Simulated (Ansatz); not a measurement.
Na₃Sn₅⁻. Charge -1, multiplicity 1. Geometry r2SCAN-D4/def2-SVPD.

```xyz
8

Na    0.9963   -1.4126   -1.5601
Na   -1.0586   -1.7707    1.0711
Na   -0.0979   -4.8001   -0.7259
Sn    0.0673    3.3308    0.5029
Sn    1.2972    0.5717    1.0968
Sn   -1.2688    0.9205   -0.8668
Sn   -1.3839    1.3372    2.0482
Sn    1.4483    1.8232   -1.5662
```

In the def2 sets Sn takes a core potential; there is no spin–orbit coupling. The restricted singlet is unstable towards broken spin symmetry in Hartree–Fock (as tested in another run); at PBE-D4/def2-SVP, revPBE-D4/def2-SVP, r2SCAN-D4/def2-SVP, r2SCANh-D4/def2-SVP and others this wasn't settled. The structure comes from a short search, and lower isomers may exist.

Q: Estimate the orbital energies around the gap (eV) in Ansatz with PBE-D4/def2-SVP, revPBE-D4/def2-SVP, r2SCAN-D4/def2-SVP, r2SCANh-D4/def2-SVP, PBE0-D4/def2-SVP.

A: 
```
orbital  PBE-D4/def2-SVP  revPBE-D4/def2-SVP  r2SCAN-D4/def2-SVP  r2SCANh-D4/def2-SVP  PBE0-D4/def2-SVP
 HOMO−5            -1.68               -1.61               -1.86                -2.12             -2.38
 HOMO−4            -1.50               -1.44               -1.71                -1.97             -2.21
 HOMO−3            -1.48               -1.41               -1.62                -1.87             -2.14
 HOMO−2            -1.15               -1.09               -1.33                -1.58             -1.82
 HOMO−1            -1.02               -0.97               -1.22                -1.48             -1.75
   HOMO            -0.60               -0.56               -0.69                -0.87             -1.11
   LUMO             0.69                0.75                0.67                 0.84              1.11
 LUMO+1             0.72                0.77                0.80                 0.96              1.14
 LUMO+2             0.93                0.99                1.04                 1.19              1.37
 LUMO+3             1.04                1.10                1.05                 1.24              1.53
 LUMO+4             1.48                1.52                1.52                 1.69              1.94
 LUMO+5             2.02                2.10                2.14                 2.35              2.60
```
